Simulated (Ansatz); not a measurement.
Molecule: CF6Ge (charge 0, singlet). SMILES: F[C](F)(F)[Ge]([F])([F])[F]
Geometry from a B3LYP-D3(BJ)/def2-TZVP (Ansatz, a program for electronic structure) optimisation:
```xyz
8

F     -1.8075     0.6170     1.0845
C     -1.3318    -0.0555     0.0281
F     -1.7470    -1.3263     0.1136
F     -1.8477     0.4841    -1.0843
Ge     0.6780     0.0283    -0.0143
F      1.2247     1.6478    -0.1237
F      1.3018    -0.8277    -1.3604
F      1.3530    -0.6584     1.4023
```
Charge 0, spin multiplicity 1.

Quantity: vertical ionisation energy (to the doublet state of charge +1; each state is the SCF solution reached for its spin; the molecule has degenerate orbitals, so one determinant may break the symmetry), in eV. Valence correlation only, unless marked. UHF or UKS for open shells. Spin-orbit coupling is left out. The frozen core is the preceding noble-gas configuration, with the filled d and f shells of earlier blocks. No relativistic terms. 

```
level                program  vertical ionisation energy (eV)
-------------------  -------  -------------------------------
HF/aug-cc-pVQZ        Ansatz                            13.58
SVWN5/def2-TZVPD      Ansatz                            12.68
PBE/def2-TZVPD        Ansatz                            12.37
RI-MP2/aug-cc-pVTZ    Ansatz                            13.53
SCS-MP2/aug-cc-pVDZ   Ansatz                            13.53
CCSD(T)/aug-cc-pVDZ   Ansatz                            13.45
```
